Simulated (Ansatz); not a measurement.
Relaxation of C3H4Te (8 atoms, charge 0, multiplicity 1), to a largest force component of 0.02 eV/Å in at most 50 steps.

All numbers below come from RKS r2SCAN-D4/def2-SVP (Ansatz).

```xyz
8
Properties=species:S:1:pos:R:3
C -0.883 1.634 -1.029
C -0.296 0.848 -0.443
C 0.452 -0.153 0.270
Te -0.559 -1.969 0.395
H -0.875 1.553 0.153
H 1.440 -0.325 -0.251
H 0.726 0.214 1.312
H 0.703 -2.707 1.273
```

Question: Where does it end, and by what steps?

Answer: The forces met the threshold. After 24 steps the energy has fallen by 3.339 eV; H5 moved furthest, 1.52 Å. The start is strongly strained (largest force component 11 eV/Å), so its close contacts needn't be bonds. Parted: C2–H5 (1.09 → 2.29 Å).

```tsv
step	energy less start (eV)	largest force component (eV/Å)	accepted
0	0.0000	11.411	yes
1	-1.2143	1.564	yes
2	-1.3173	0.440	yes
3	-1.3530	0.484	yes
4	-1.4041	0.700	yes
5	-1.4896	0.967	yes
6	-1.5577	1.273	yes
7	-1.8499	2.249	yes
8	-2.1013	2.359	yes
9	-2.3721	2.480	yes
10	-2.7263	2.387	yes
11	-3.0920	0.992	yes
12	-3.2776	1.318	yes
13	-3.0538	3.729	no
14	-3.3190	0.486	yes
15	-3.3267	0.215	yes
16	-3.3323	0.160	yes
17	-3.3347	0.030	yes
18	-3.3358	0.044	yes
19	-3.3382	0.057	yes
20	-3.3382	0.121	yes
21	-3.3335	0.303	no
22	-3.3392	0.030	yes
23	-3.3392	0.045	yes
24	-3.3393	0.002	yes
```

```xyz
8
Properties=species:S:1:pos:R:3
C -0.971 1.673 -0.477
C -0.217 0.802 -0.089
C 0.649 -0.254 0.369
Te -0.506 -2.128 0.584
H -1.625 2.454 -0.818
H 1.458 -0.457 -0.347
H 1.079 -0.028 1.356
H 0.841 -2.965 1.103
```

Time of the run: 29 s on 2 threads of Intel(R) Xeon(R) 6975P-C (Granite Rapids), on a shared host, peak memory 0.18 GiB.
